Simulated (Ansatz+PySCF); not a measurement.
**singlet F(-): levels of theory in one basis**

A single F atom.

Basis set: def2-SVP (spherical functions). Left uncorrelated: 1 orbital. Charge -1, multiplicity 1.

Computed with Ansatz (development build ahead of 0.2.0); each method stands on the lowest determinant of its kind that the runs found.

| method | E − E(RHF) (eV) | <S²> of the determinant |
| --- | --- | --- |
| RHF | 0.00 | 0.00 |
| RHF-CCSD | -5.24 | – |
| RHF-CCSD(T) | -5.26 | – |

Task: What does RHF-MP2 give on the same scale?

Result: -5.14 eV.

Task: Is a single determinant a sound starting point here?

Result: By this sign, yes. Unrestricted orbitals gain 0.00 eV and <S²> is 0.00 against 0.00 for a pure state.

Caution: no diffuse functions for an anion.
